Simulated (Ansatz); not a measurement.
`[SiH3][SiH]1NCN1` at its PBE0-D4/def2-TZVP geometry, where that method's forces vanish. Charge 0, multiplicity 1.

```xyz
13

Si   -0.9248   -2.1493   -0.4422
Si    0.4064   -0.3747    0.3191
N     0.8469    0.8418   -0.8331
C     0.3151    1.8957    0.0407
N    -0.4076    1.0118    0.9647
H    -2.0545   -1.6614   -1.2764
H    -0.1019   -3.0936   -1.2508
H    -1.4750   -2.9081    0.7172
H     1.5156   -0.9601    1.1486
H     1.6974    1.0114   -1.3386
H    -0.3543    2.5846   -0.4915
H     1.1035    2.4838    0.5352
H    -0.5668    1.3183    1.9073
```

Q: What forces (eV/Å) does B3LYP-D4/def2-TZVPP give on these atoms in Ansatz 0.2.0? (Estimate.)

A: The calculation gave: 
```
Si1 -0.061 -0.080 -0.035
Si2  0.080 -0.280  0.082
N3   0.162 -0.117 -0.211
C4   0.002  0.482 -0.044
N5  -0.150 -0.075  0.237
H6   0.066 -0.033  0.049
H7  -0.051  0.051  0.044
H8   0.027  0.041 -0.069
H9  -0.056  0.036 -0.043
H10 -0.003  0.004 -0.015
H11  0.050 -0.020  0.037
H12 -0.050 -0.013 -0.033
H13 -0.015  0.005  0.002
```

B3LYP here is the variant with VWN-RPA as its local correlation; programs differ in this.
